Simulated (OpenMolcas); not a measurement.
# How basis sets differ on CHClFNSi (SMILES FC1=N[SiH]1Cl)

CHClFNSi has 6 atoms, charge 0, and is taken as a singlet. As SMILES, `FC1=N[SiH]1Cl`. The shape is that of a PBE0-D4/def2-TZVP optimisation.

Each level gives the HOMO–LUMO gap (eV). The values are calculated.

| level | kind | program | value (eV) | CPU time |
| --- | --- | --- | --- | --- |
| HF/ANO-R0 (sfX2C) | Hartree–Fock | OpenMolcas | 13.36 | 2.2 s |
| HF/STO-3G | Hartree–Fock | OpenMolcas | 15.34 | 3.1 s |
| HF/3-21G | Hartree–Fock | OpenMolcas | 13.46 | 4.2 s |
| HF/6-31G* (spherical functions) | Hartree–Fock | OpenMolcas | 13.50 | 11 s |
| HF/6-31G* (RICD fitting, Cartesian functions) | Hartree–Fock | OpenMolcas | 13.51 | 2 s |

The values span 13.36 to 15.34 eV. A Hartree–Fock LUMO above zero doesn't converge with the basis: it sinks as sets grow more diffuse. Orbital gaps aren't excitation energies. CPU times are rough (shared hosts, several kinds of processor and program).
